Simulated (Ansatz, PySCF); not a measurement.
Process, species as SMILES: N[Si](N)(Cl)Cl -> N[Si](N)Cl + Cl atom (the Cl-Si bond at the site shown breaks; other sites are not compared here)
Structures are relaxed separately at B3LYP-D3(BJ)/def2-TZVP in Ansatz (an electronic-structure program), one conformer each, not searched for the lowest. Frequencies are from Ansatz or PySCF.

Quantity: bond dissociation energy (0 K, with B3LYP-D3(BJ) harmonic zero-point energies), in eV. Valence correlation only, unless marked. UHF or UKS for open shells. Spin-orbit coupling is left out. Non-relativistic. CBS marks a two-point X^-3 extrapolation of the correlation energy; Hartree-Fock from the larger set. The bracket is a focal-point correction in the basis named.

RI-MP2/CBS(aug-cc-pV(T+d)Z,aug-cc-pV(Q+d)Z)+[CCSD(T)-MP2]/aug-cc-pV(T+d)Z (Ansatz) gives 5.07 eV.

**Question.** Another calculation gave 4.62 eV. Which level was it?
A) BLYP/def2-TZVPD (Ansatz)
B) r2SCANh/def2-TZVPD (Ansatz)
C) B97M-V/def2-TZVPD (Ansatz)
D) B3LYP/def2-TZVPD (Ansatz)

**Answer.** D, B3LYP/def2-TZVPD (Ansatz). The others give 4.84 (r2SCANh), 4.47 (BLYP), 5.06 (B97M-V) eV.
